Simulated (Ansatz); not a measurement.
**Ligand exchange: Sn(CH3)3I + C3H8O → Sn(CH3)3(OH) + C3H7I**

Gas-phase species: Sn(CH3)3I (iodotrimethylstannane), singlet; C3H8O (1-propanol) `CCCO`, singlet; Sn(CH3)3(OH), singlet; C3H7I (1-iodopropane) `CCCI`, singlet. The partners trade I for OH: Sn–I and C–OH bonds give way to Sn–OH and C–I.

Shapes, held fixed at every level: PBE0-D4/def2-TZVP. Flexible molecules stand in one conformer, not always the lowest. Programs: Ansatz 0.2.0. Electronic energies: no zero-point or thermal term.

```json
{"level": "HF/def2-TZVPP", "kind": "Hartree–Fock", "ΔE (kJ/mol)": "+83.1"}
{"level": "r2SCAN-D4/def2-TZVPP", "kind": "meta-GGA", "ΔE (kJ/mol)": "+60.0"}
{"level": "B3LYP-D4/def2-TZVPP", "kind": "global hybrid", "ΔE (kJ/mol)": "+59.3"}
{"level": "PBE0-D4/def2-TZVPP", "kind": "global hybrid", "ΔE (kJ/mol)": "+67.2"}
{"level": "wB97X-V/def2-TZVPP", "kind": "range-separated hybrid", "ΔE (kJ/mol)": "+61.8"}
{"level": "B2PLYP/def2-TZVPP", "kind": "double hybrid", "ΔE (kJ/mol)": "+56.3"}
{"level": "MP2/def2-TZVPP", "kind": "perturbation theory", "ΔE (kJ/mol)": "+51.2"}
```

MP2/def2-TZVPP gives ΔE = +51.2 kJ/mol; the levels span +51.2 to +83.1. The median of the levels is +60.0. No measured value is set beside it here. For atoms past krypton def2 sets carry core potentials with scalar relativity. Outer-core shells of I, Sn are correlated, in sets that cover them unevenly. MP2/def2-TZVPP lies outside the range of the other correlated levels here, so it shouldn't be taken on trust.
